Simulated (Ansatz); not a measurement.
C2H7FOSi can be A, `C[SiH](F)CO`, or B, `COC[SiH2]F`.

Isolated molecules relaxed with PBE0-D4/def2-TZVP in Ansatz; ΔE leaves out vibrations. CCSD(T)/CBS is the MP2 limit (def2-TZVPP, def2-QZVPP) plus CCSD(T) − MP2 in def2-TZVPP, frozen cores. Functionals use def2-TZVPP. B3LYP here is the variant with VWN-RPA as its local correlation; programs differ in this. One conformer a species, not always the lowest.

(1) Which is lower in electronic energy at CCSD(T)/CBS, and by how much? (Estimate.)

(2) Give E(B) − E(A) in kJ/mol with PBE-D4, MP2/def2-TZVPP, r2SCAN-D4, CCSD/def2-TZVPP, B3LYP-D4, B2PLYP, HF/def2-TZVPP. (Estimate.)

Largest T1 diagnostic: 0.011.

Answers

(1) The calculation gave: A, by 98.0 kJ/mol.

(2) The calculation gave: PBE-D4 95.5, MP2/def2-TZVPP 99.3, r2SCAN-D4 98.7, CCSD/def2-TZVPP 94.1, B3LYP-D4 91.3, B2PLYP 93.7, HF/def2-TZVPP 84.6. None reverses the order clearly.

In def2-TZVPP, CCSD(T) changes the Hartree–Fock value by +9.7 kJ/mol (the triples alone add +0.2 kJ/mol) and MP2 by +14.8 kJ/mol.
